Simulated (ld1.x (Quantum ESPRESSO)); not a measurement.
# How hard is this S (Z = 16) ultrasoft potential?

```
Element                 : S (Z = 16)
Generator               : ld1.x (Quantum ESPRESSO) 7.5
Type                    : ultrasoft
Functional              : PBE
Relativity              : scalar-relativistic
Frozen core             : [He]
Valence charge          : 14
Reference configuration : 2s2 2p6 3s2 3p2 (charge +2)
Partial waves           : 2s (bound): rcut 0.65, rcutus 0.90 bohr; 3s (bound): rcut 0.65, rcutus 0.90 bohr; 2p (bound): rcut 0.70, rcutus 0.80 bohr; 3p (bound): rcut 0.70, rcutus 0.80 bohr; 3d channel at 0.35 Ry: rcut 0.75, rcutus 0.85 bohr
Local potential         : all-electron potential smoothed inside 0.80 bohr (lloc = -2)
Core correction         : none
Augmentation charge     : PSQ, radius 0.50 bohr
```

The pseudo-atom Hamiltonian at the reference potential is diagonalised in spherical Bessel functions j_l(qr) that vanish at 20 bohr, with q² up to the cutoff. All-electron valence levels (Ry): 2s -17.4513, 3s -2.8955, 2p -13.3994, 3p -2.0564.

Task: How do the lowest levels (Ry) of each channel move with the cutoff, and are there ghosts?

Result:

```csv
cutoff (Ry),s #1,s #2,p #1,p #2,p #3,d #1,d #2,f #1,Σ f·Δε (mRy)
8,-12.9198,-1.7882,-4.0032,-0.8802,-0.3709,-0.8114,-0.3430,-0.2861,70007.5
18,-16.2676,-2.3211,-8.1822,-1.2962,-0.4793,-0.8942,-0.3674,-0.2867,36339.7
35,-17.2679,-2.5633,-11.8780,-1.6270,-0.5577,-0.9310,-0.3782,-0.2867,11018.4
55,-17.4359,-2.6911,-12.9814,-1.7516,-0.5854,-0.9492,-0.3835,-0.2867,3557.0
90,-17.4502,-2.8518,-13.3576,-1.8374,-0.6043,-0.9589,-0.3864,-0.2867,778.6
140,-17.4512,-2.8944,-13.3978,-1.9448,-0.6288,-0.9607,-0.3869,-0.2867,235.4
230,-17.4513,-2.8954,-13.3993,-2.0540,-0.6546,-0.9608,-0.3869,-0.2867,5.7
400,-17.4513,-2.8956,-13.3994,-2.0562,-0.6551,-0.9608,-0.3869,-0.2867,0.0
```

Result: no extra level below or beside the all-electron valence levels (s, p, d, f tested); 10 mRy is reached at 230 Ry and 1 mRy at over 300 Ry.

Test run stopped at test 5 of 7 (negative rho), 4 before it not solved.
